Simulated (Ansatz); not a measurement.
Steps of a relaxation of C$_{3}$H$_{4}$ClSi, SMILES `[C]#C[SiH](C)Cl` radical with UKS PBE-D4/def2-SVP.

```sh
$ ansatz run in.yaml --threads 4 --pin off --events-out ev --progress --plain --max-ram 10444MiB
```

```yaml
crystal:
  periodic: [false, false, false]
  atoms:
    - {symbol: C, position_ang: [3.073800, -1.581300, 0.001100]}
    - {symbol: C, position_ang: [1.815800, -0.573700, -0.084100]}
    - {symbol: Si, position_ang: [0.312200, 0.582600, -0.157300]}
    - {symbol: C, position_ang: [-1.162100, -0.261300, 0.295500]}
    - {symbol: Cl, position_ang: [0.156800, 1.349900, -2.054100]}
    - {symbol: H, position_ang: [0.545300, 1.762900, 0.756600]}
    - {symbol: H, position_ang: [-1.169400, -0.668300, 1.321500]}
    - {symbol: H, position_ang: [-2.046900, 0.433400, 0.239100]}
    - {symbol: H, position_ang: [-1.436900, -1.090600, -0.335400]}
basis:
  gaussian: {orbitals: def2-SVP}
magnetization: {spin_polarized: true, initial_magnetization: 1}
hamiltonian: {xc: pbe, dispersion: d4}
relax: {f_tol: 0.03, max_steps: 200}
```

Positions (Å) and forces (eV/Å) along the path, 10 of 10 steps:

```xyz
9
step=1 energy=-23548.8024 eV
C     3.074   -1.581    0.001   -6.501    5.205   -0.439
C     1.816   -0.574   -0.084    5.911   -4.766    0.510
Si    0.312    0.583   -0.157    2.590    0.895   -0.015
C    -1.162   -0.261    0.295   -2.787   -0.503    1.146
Cl    0.157    1.350   -2.054   -0.054    0.208   -0.612
H     0.545    1.763    0.757    0.178   -0.172   -0.049
H    -1.169   -0.668    1.321    0.233    0.068    0.246
H    -2.047    0.433    0.239    0.480   -0.102    0.018
H    -1.437   -1.091   -0.335   -0.049   -0.832   -0.806
9
step=2 energy=-23550.5529 eV
C     2.919   -1.461   -0.005   -3.989    2.803   -0.241
C     1.846   -0.599   -0.068    3.524   -1.957    0.261
Si    0.358    0.567   -0.152    1.213   -0.090   -0.315
C    -1.174   -0.281    0.301   -1.555   -0.328    0.511
Cl    0.171    1.347   -2.076    0.090   -0.025   -0.004
H     0.599    1.740    0.760    0.248   -0.127   -0.020
H    -1.163   -0.673    1.337    0.156    0.025    0.091
H    -2.029    0.435    0.241    0.217   -0.057    0.006
H    -1.437   -1.121   -0.355    0.096   -0.244   -0.288
9
step=3 energy=-23550.8635 eV
C     2.751   -1.371   -0.012    5.701   -5.462    0.364
C     1.921   -0.552   -0.062   -6.382    5.603   -0.497
Si    0.394    0.527   -0.158    0.641    0.436    0.221
C    -1.204   -0.297    0.311   -0.127   -0.363    0.004
Cl    0.200    1.333   -2.070    0.073   -0.122   -0.078
H     0.656    1.701    0.748    0.016   -0.095   -0.023
H    -1.160   -0.681    1.350    0.020   -0.016    0.001
H    -2.033    0.436    0.244    0.063    0.038   -0.014
H    -1.437   -1.142   -0.368   -0.005   -0.020    0.024
9
step=4 energy=-23551.1250 eV
C     2.745   -1.425   -0.011   -1.735    1.578   -0.099
C     1.842   -0.532   -0.071    1.639   -1.417    0.047
Si    0.373    0.592   -0.152    0.293   -0.185    0.036
C    -1.191   -0.307    0.311   -0.314    0.045    0.038
Cl    0.226    1.335   -2.097    0.005   -0.010    0.072
H     0.682    1.738    0.770   -0.051   -0.003   -0.071
H    -1.141   -0.688    1.351    0.067    0.023   -0.001
H    -2.044    0.402    0.243    0.005   -0.048    0.020
H    -1.404   -1.161   -0.362    0.091    0.018   -0.042
9
step=5 energy=-23551.1698 eV
C     2.711   -1.427   -0.021   -0.335    0.311    0.001
C     1.845   -0.533   -0.075    0.278   -0.282   -0.017
Si    0.382    0.590   -0.141    0.104   -0.009    0.026
C    -1.192   -0.305    0.313   -0.101   -0.006    0.021
Cl    0.234    1.329   -2.085    0.004    0.009   -0.016
H     0.673    1.752    0.765   -0.020   -0.017   -0.020
H    -1.134   -0.684    1.354    0.014   -0.002   -0.001
H    -2.051    0.394    0.239    0.013   -0.023    0.009
H    -1.379   -1.162   -0.365    0.041    0.019   -0.002
9
step=6 energy=-23551.1725 eV
C     2.686   -1.434   -0.013    0.051   -0.064    0.023
C     1.835   -0.535   -0.078   -0.050    0.059   -0.037
Si    0.384    0.598   -0.144    0.010    0.007    0.027
C    -1.188   -0.305    0.315   -0.031    0.006   -0.009
Cl    0.239    1.334   -2.090    0.000   -0.001    0.006
H     0.668    1.760    0.761    0.001    0.001   -0.012
H    -1.119   -0.689    1.353    0.010    0.001   -0.006
H    -2.054    0.385    0.247    0.001   -0.015    0.004
H    -1.361   -1.159   -0.369    0.008    0.006    0.003
9
step=7 energy=-23551.1729 eV
C     2.679   -1.438   -0.007    0.029   -0.041    0.021
C     1.832   -0.536   -0.080   -0.022    0.039   -0.030
Si    0.384    0.601   -0.143   -0.015    0.004    0.011
C    -1.188   -0.304    0.314   -0.004    0.010    0.001
Cl    0.239    1.337   -2.089    0.001    0.000   -0.004
H     0.669    1.766    0.757    0.003   -0.003    0.001
H    -1.113   -0.693    1.351    0.001   -0.003   -0.002
H    -2.058    0.380    0.252    0.003   -0.007    0.001
H    -1.356   -1.158   -0.372    0.003    0.001    0.000
9
step=8 energy=-23551.1734 eV
C     2.667   -1.444    0.011   -0.029    0.022    0.011
C     1.827   -0.536   -0.087    0.043   -0.019   -0.020
Si    0.383    0.606   -0.146   -0.023   -0.010    0.008
C    -1.186   -0.304    0.314    0.019    0.006    0.002
Cl    0.238    1.341   -2.093   -0.002    0.000    0.000
H     0.673    1.771    0.752    0.002    0.002    0.006
H    -1.100   -0.702    1.346   -0.003    0.002   -0.002
H    -2.062    0.374    0.264    0.002    0.003   -0.002
H    -1.350   -1.152   -0.378   -0.008   -0.004   -0.002
9
step=9 energy=-23551.1738 eV
C     2.658   -1.443    0.057    0.046   -0.046    0.002
C     1.834   -0.532   -0.120   -0.052    0.036   -0.008
Si    0.384    0.604   -0.155   -0.001   -0.001    0.025
C    -1.183   -0.306    0.312    0.006   -0.011   -0.002
Cl    0.223    1.353   -2.094    0.001    0.001   -0.017
H     0.677    1.760    0.752    0.002    0.017    0.004
H    -1.090   -0.710    1.341   -0.001    0.003   -0.001
H    -2.054    0.378    0.273    0.000    0.000    0.000
H    -1.360   -1.150   -0.383   -0.001    0.000   -0.004
9
step=10 energy=-23551.1740 eV
C     2.659   -1.445    0.046    0.001    0.000   -0.001
C     1.831   -0.534   -0.115   -0.001    0.000    0.003
Si    0.383    0.606   -0.151    0.001    0.003    0.006
C    -1.183   -0.306    0.313    0.002   -0.001   -0.003
Cl    0.228    1.349   -2.094   -0.002    0.001   -0.004
H     0.674    1.766    0.752    0.002   -0.005   -0.003
H    -1.093   -0.709    1.342   -0.001    0.001    0.002
H    -2.055    0.376    0.271   -0.001    0.000    0.001
H    -1.356   -1.150   -0.382    0.000    0.001   -0.001
```

Run time 29 s (4 threads of an Arm Neoverse V2 on a shared host); peak host memory 0.22 GiB.
